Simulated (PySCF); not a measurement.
C3H5BO2, SMILES C=CB(O)C=O. Atoms are numbered in the order given.

```xyz
11

C      2.5205     0.3569    -0.2294
C      1.4718    -0.4816    -0.1595
B      0.0121     0.0181    -0.0029
O     -0.2994     1.3279     0.0652
C     -1.2832    -0.9515     0.0963
O     -2.3805    -0.4350     0.2202
H      2.3758     1.4416    -0.1782
H      3.5525     0.0056    -0.3390
H      1.6702    -1.5601    -0.2152
H     -1.2679     1.4086     0.1632
H     -1.2072    -2.0715     0.0557
```

Coordinates come from a B3LYP-D3(BJ)/def2-SVP optimisation. The structure was generated by enumeration, and PubChem lists no compound with its InChIKey, so it may never have been made. Other conformers were not sampled.

All values below come from PBE/pcSseg-1 in PySCF.

GIAO shieldings, no solvent; atoms listed in one row are averaged. δ = σ(ref) − σ: ¹³C against TMS (σ = 182.0 ppm); ¹¹B against BF3 (σ = 83.9 ppm); ¹⁷O against H2O (σ = 334.3 ppm); ¹H against TMS (σ = 31.49 ppm), references at their B3LYP-D3(BJ)/def2-TZVP geometries, non-relativistic.

Computed chemical shifts:
```tsv
nucleus	atoms	count	δ (ppm)
¹³C	C5	1	243.7
¹³C	C1	1	156.7
¹³C	C2	1	141.2
¹¹B	B3	1	10.3
¹⁷O	O6	1	866.7
¹⁷O	O4	1	174.0
¹H	H11	1	11.84
¹H	H7	1	7.55
¹H	H10	1	7.22
¹H	H8	1	7.21
¹H	H9	1	7.05
```
